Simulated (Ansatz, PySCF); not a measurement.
The pair A = CH4 (SMILES C) (first 5 atoms), B = C3H4 (SMILES C=C=C); geometry from B3LYP-D3(BJ)/def2-TZVP.
(charge 0, multiplicity 1):
```xyz
12

C     -0.20441    -0.04430    -0.29072
H      0.37230    -0.09913    -1.21308
H     -0.75804     0.89371    -0.26659
H     -0.90208    -0.88017    -0.25156
H      0.46781    -0.09128     0.56444
C      1.43536    -0.04551     3.65490
C      0.14532     0.03172     3.51161
C     -1.14358     0.10888     3.36229
H      1.93384    -1.00219     3.76114
H      2.05390     0.84446     3.67356
H     -1.59496     0.09191     2.37717
H     -1.80556     0.19265     4.21640
```

Cores are frozen in the correlated methods.

Codes used: Ansatz (Gaussian basis) for Hartree–Fock, density functionals and correlated methods; PySCF for the dispersion terms. Each number belongs to the level named beside it.

The monomers are drawn apart, rigid, along the line of their centres of mass. Counterpoise-corrected interaction energies (kcal/mol):

| level | R = 5.004 Å | R = 6.191 Å |
|---|---|---|
| PBE/def2-TZVPPD | -0.1819 | -0.0312 |
| PBE-D3(BJ)/def2-TZVPPD | -0.4458 | -0.1056 |
| wB97M-V/def2-TZVPPD | -0.3237 | -0.0901 |
| CCSD(T)/aug-cc-pVDZ | -0.3152 | -0.0852 |

**Question.** R is the distance of the centres of mass. Find the local exponent m of E ∝ R⁻ᵐ between the two points.

**Answer.** 
m = ln(E₁/E₂)/ln(R₂/R₁): PBE/def2-TZVPPD 8.3; PBE-D3(BJ)/def2-TZVPPD 6.8; wB97M-V/def2-TZVPPD 6.0; CCSD(T)/aug-cc-pVDZ 6.1. For scale, two fixed dipoles give m = 3, dipole and quadrupole 4, quadrupoles 5, and dispersion or dipole-induced dipole 6 at long range; at these distances several terms mix, and what is left of overlap and damping shifts m, so it need not match one of them.

Ansatz is a program for electronic structure.
